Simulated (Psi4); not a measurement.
Psi4 input (wB97X-D/6-31G*):

```
memory 1500 MB

molecule {
1 2
C     0.01856700    0.00586800    0.50929400
Cl    0.82549900   -1.21861700   -0.10606100
Cl   -0.83205200    1.21654600   -0.07369000
symmetry c1
no_reorient
no_com
}

set {
  basis 6-31G*
  reference uks
  scf_type pk
  dft_radial_points 99
  dft_spherical_points 590
  e_convergence 1e-8
  d_convergence 1e-7
  maxiter 150
}

e = energy('wb97x-d')
print_out(f'\nFINAL {e:.10f} DIPOLE {variable("CURRENT DIPOLE")[0]:.6f} {variable("CURRENT DIPOLE")[1]:.6f} {variable("CURRENT DIPOLE")[2]:.6f}\n')
```

Output:

```
   => Loading Basis Set <=

    Name: 6-31G*
    Role: ORBITAL
    Keyword: BASIS
    atoms 1   entry C          line   111 file 6-31gs.gbs
    atoms 2-3 entry CL         line   340 file 6-31gs.gbs

   => WB97X-D: Empirical Dispersion <=

    Chai and Head-Gordon Dispersion Correction
    Chai, J.-D.; Head-Gordon, M. (2010), J. Chem. Phys., 132: 6615-6620

        s6 =       1.000000

         ---------------------------------------------------------
                                   SCF
               by Justin Turney, Rob Parrish, Andy Simmonett
                          and Daniel G. A. Smith
                              UKS Reference
         ---------------------------------------------------------

  ==> Geometry <==

    Molecular point group: c1
    Full point group: C1

    Geometry (in Angstrom), charge = 1, multiplicity = 2:

       Center              X                  Y                   Z               Mass
    ------------   -----------------  -----------------  -----------------  -----------------
         C            0.018567000000     0.005868000000     0.509294000000    12.000000000000
         CL           0.825499000000    -1.218617000000    -0.106061000000    34.968852682000
         CL          -0.832052000000     1.216546000000    -0.073690000000    34.968852682000

  Running in c1 symmetry.

  Rotational constants: A =      4.57731  B =      0.11110  C =      0.10846 [cm^-1]
  Rotational constants: A = 137224.24948  B =   3330.57364  C =   3251.65268 [MHz]
  Nuclear repulsion =  119.793082217067493

  Charge       = 1
  Multiplicity = 2
  Electrons    = 39
  Nalpha       = 20
  Nbeta        = 19

  ==> Algorithm <==

  SCF Algorithm Type is PK.
  DIIS enabled.
  MOM disabled.
  Fractional occupation disabled.
  Guess Type is SAD.
  Energy threshold   = 1.00e-08
  Density threshold  = 1.00e-07
  Integral threshold = 1.00e-12

  ==> Primary Basis <==

  Basis Set: 6-31G*
    Blend: 6-31G*
    Number of shells: 22
    Number of basis functions: 53
    Number of Cartesian functions: 53
    Spherical Harmonics?: false
    Max angular momentum: 2

  ==> DFT Potential <==

   => LibXC <=

    Version 7.1.2
    S. Lehtola, C. Steigemann, M. J. T. Oliveira, and M. A. L. Marques,  SoftwareX 7, 1–5 (2018) (10.1016/j.softx.2017.11.002)

   => Composite Functional: WB97X-D <=

    wB97X-D Hyb-GGA Exchange-Correlation Functional

    J.-D. Chai and M. Head-Gordon,  Phys. Chem. Chem. Phys. 10, 6615–6620 (2008) (10.1039/B810189B)

    Deriv               =              1
    GGA                 =           TRUE
    Meta                =          FALSE

    Exchange Hybrid     =           TRUE
    MP2 Hybrid          =          FALSE

   => Exchange-Correlation Functionals <=

    1.0000   wB97X-D range-separated functional

   => Exact (HF) Exchange <=

    0.7780            HF,LR [omega = 0.2000]
    0.2220               HF

   => LibXC Density Thresholds  <==

    XC_HYB_GGA_XC_WB97X_D:  1.00E-14

   => Molecular Quadrature <=

    Radial Scheme          =       TREUTLER
    Pruning Scheme         =           NONE
    Nuclear Scheme         =       TREUTLER

    Blocking Scheme        =         OCTREE
    BS radius alpha        =              1
    Pruning alpha          =              1
    Radial Points          =             99
    Spherical Points       =            590
    Total Points           =         158737
    Total Blocks           =           1240
    Max Points             =            256
    Max Functions          =             51
    Weights Tolerance      =       1.00E-15

  ==> Integral Setup <==

  Using in-core PK algorithm.
   Calculation information:
      Number of atoms:                   3
      Number of AO shells:              22
      Number of primitives:             69
      Number of atomic orbitals:        53
      Number of basis functions:        53

      Integral cutoff                 1.00e-12
      Number of threads:                 1

  Performing in-core PK
  Using 3073788 doubles for integral storage.
  We computed 29278 shell quartets total.
  Whereas there are 32131 unique shell quartets.

  Computing range-separated integrals for PK
  We computed 29278 wK shell quartets total.
  Whereas there are 32131 wK unique shell quartets.

  ==> DiskJK: Disk-Based J/K Matrices <==

    J tasked:                  Yes
    K tasked:                  Yes
    wK tasked:                 Yes
    Omega:               2.000E-01
    Schwarz Cutoff:          1E-12


  Cached 100.0% of DFT collocation blocks in 0.205 [GiB].

  Minimum eigenvalue in the overlap matrix is 1.4157485859E-02.
  Reciprocal condition number of the overlap matrix is 2.6497614197E-03.
    Using symmetric orthogonalization.

  ==> Pre-Iterations <==

  SCF Guess: Superposition of Atomic Densities via on-the-fly atomic UHF (no occupation information).

   -------------------------
    Irrep   Nso     Nmo
   -------------------------
     A         53      53
   -------------------------
    Total      53      53
   -------------------------

  ==> Iterations <==

                        Total Energy        Delta E     RMS |[F,P]|

   @UKS iter SAD:  -958.42098300202360   -9.58421e+02   0.00000e+00
   @UKS iter   1:  -957.96570153277912    4.55281e-01   4.07753e-03 DIIS/ADIIS
   @UKS iter   2:  -957.97339058041541   -7.68905e-03   3.94510e-03 DIIS/ADIIS
   @UKS iter   3:  -957.99471596491253   -2.13254e-02   8.81303e-04 DIIS/ADIIS
   @UKS iter   4:  -957.99589135778649   -1.17539e-03   1.74219e-04 DIIS/ADIIS
   @UKS iter   5:  -957.99602401531058   -1.32658e-04   7.04705e-05 DIIS
   @UKS iter   6:  -957.99606264542183   -3.86301e-05   2.64610e-05 DIIS
   @UKS iter   7:  -957.99606947910411   -6.83368e-06   1.05844e-05 DIIS
   @UKS iter   8:  -957.99607060446795   -1.12536e-06   3.67630e-06 DIIS
   @UKS iter   9:  -957.99607070323520   -9.87673e-08   1.13028e-06 DIIS
   @UKS iter  10:  -957.99607071449168   -1.12565e-08   3.37810e-07 DIIS
   @UKS iter  11:  -957.99607071540754   -9.15861e-10   6.18083e-08 DIIS
  Energy and wave function converged.

  ==> Post-Iterations <==

   Electrons on quadrature grid:
      Nalpha   =   19.9999998318 ; deviation = -1.682e-07
      Nbeta    =   18.9999998556 ; deviation = -1.444e-07
      Ntotal   =   38.9999996874 ; deviation = -3.126e-07

   @Spin Contamination Metric:   5.957053942E-03
   @S^2 Expected:                7.500000000E-01
   @S^2 Observed:                7.559570539E-01
   @S   Expected:                5.000000000E-01
   @S   Observed:                5.000000000E-01

    Orbital Energies [Eh]
    ---------------------

    Alpha Occupied:

       1A   -102.056390     2A   -102.056389     3A    -10.765491
       4A     -9.927347     5A     -9.927330     6A     -7.676200
       7A     -7.676192     8A     -7.667192     9A     -7.667177
      10A     -7.665448    11A     -7.665444    12A     -1.357298
      13A     -1.277969    14A     -0.984776    15A     -0.872908
      16A     -0.816344    17A     -0.802196    18A     -0.707110
      19A     -0.704952    20A     -0.609294

    Alpha Virtual:

      21A     -0.324876    22A     -0.166006    23A     -0.068703
      24A      0.096590    25A      0.215942    26A      0.250231
      27A      0.251521    28A      0.270017    29A      0.292587
      30A      0.310746    31A      0.312366    32A      0.361582
      33A      0.394106    34A      0.480556    35A      0.518012
      36A      0.618854    37A      0.621165    38A      0.632264
      39A      0.635667    40A      0.636872    41A      0.738307
      42A      0.806134    43A      0.847041    44A      0.909068
      45A      1.004685    46A      1.464670    47A      1.499198
      48A      1.641645    49A      1.968666    50A      2.141875
      51A      3.736405    52A      4.053676    53A      4.145241

    Beta Occupied:

       1A   -102.055213     2A   -102.055212     3A    -10.752686
       4A     -9.926101     5A     -9.926080     6A     -7.674305
       7A     -7.674296     8A     -7.666893     9A     -7.666877
      10A     -7.662212    11A     -7.662206    12A     -1.343672
      13A     -1.269429    14A     -0.960104    15A     -0.858220
      16A     -0.792281    17A     -0.771918    18A     -0.705951
      19A     -0.691648

    Beta Virtual:

      20A     -0.314169    21A     -0.299291    22A     -0.156115
      23A     -0.048451    24A      0.099823    25A      0.218591
      26A      0.252788    27A      0.254863    28A      0.273940
      29A      0.306554    30A      0.312489    31A      0.315443
      32A      0.408260    33A      0.408532    34A      0.487891
      35A      0.523033    36A      0.626016    37A      0.626999
      38A      0.637637    39A      0.642674    40A      0.648362
      41A      0.747977    42A      0.813421    43A      0.864962
      44A      0.918638    45A      1.022168    46A      1.526820
      47A      1.559819    48A      1.663859    49A      2.009971
      50A      2.172805    51A      3.768939    52A      4.059373
      53A      4.161960

    Final Occupation by Irrep:
              A
    DOCC [    19 ]
    SOCC [     1 ]
    NA   [    20 ]
    NB   [    19 ]

  @UKS Final Energy:  -957.99607071540754

   => Energetics <=

    Nuclear Repulsion Energy =            119.7930822170674929
    One-Electron Energy =               -1547.6889957306480028
    Two-Electron Energy =                 514.7766654134098872
    DFT Exchange-Correlation Energy =     -44.8766839441878602
    Empirical Dispersion Energy =          -0.0001386710489450
    VV10 Nonlocal Energy =                  0.0000000000000000
    Total Energy =                       -957.9960707154075408

  UHF NO Occupations:
  HONO-2 :   18  A 1.9991030
  HONO-1 :   19  A 1.9985672
  HONO-0 :   20  A 1.0000000
  LUNO+0 :   21  A 0.0014328
  LUNO+1 :   22  A 0.0008970
  LUNO+2 :   23  A 0.0004046
  LUNO+3 :   24  A 0.0001496

Computation Completed

Properties will be evaluated at   0.000000,   0.000000,   0.000000 [a0]

Properties computed using the SCF density matrix

 Multipole Moments:

 ------------------------------------------------------------------------------------
     Multipole            Electronic (a.u.)      Nuclear  (a.u.)        Total (a.u.)
 ------------------------------------------------------------------------------------

 L = 1.  Multiply by 2.5417464519 to convert [e a0] to [Debye]
 Dipole X            :         -0.0029278            0.0000019           -0.0029259
 Dipole Y            :         -0.0009263            0.0000019           -0.0009244
 Dipole Z            :         -0.0802496           -0.0000057           -0.0802553
 Magnitude           :                                                    0.0803140

 ------------------------------------------------------------------------------------

FINAL -957.9960707154 DIPOLE -0.002926 -0.000924 -0.080255

*** Psi4 exiting successfully. Buy a developer a beer!
```

The dipole moment of an ion depends on the origin.

The geometry given is a B3LYP-D3(BJ)/def2-TZVP minimum.
